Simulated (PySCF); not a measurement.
# Radial density of Cd⁺ (cadmium, charge +1)

B3LYP, [Kr] 4d10 5s1, 2S determinant. All numbers are calculated (PySCF 2.14, a scalar-relativistic core potential, in aug-cc-pVDZ-PP with ECP28MDF). This is the valence pseudo-density: the core potential removes the inner electrons and smooths the orbitals near the nucleus.

```tsv
r (bohr)	4πr²ρ (e/bohr)	4πr²(ρα − ρβ)
0.0180	1.970e-05	0.0000
0.0303	4.914e-05	0.0000
0.0509	0.0001155	0.0000
0.0856	0.0004921	0.0000
0.144	0.005748	0.0000
0.242	0.09184	0.0003
0.408	1.965	0.0121
0.686	16.18	0.0632
1.15	14.79	-0.0084
1.94	3.062	0.4136
3.26	0.4449	0.2924
5.49	0.02424	0.0237
9.23	8.597e-05	0.0001
15.5	1.242e-05	0.0000
```

Energies and moments cover only the electrons outside the core potential.

Problem. Where is the radial spin density 4πr²(ρα − ρβ) most negative, and why is it negative at all?

Solution. Around r = 1.15 bohr, down to -0.0084 e/bohr: exchange with the open shell polarises the paired shells in an unrestricted calculation.
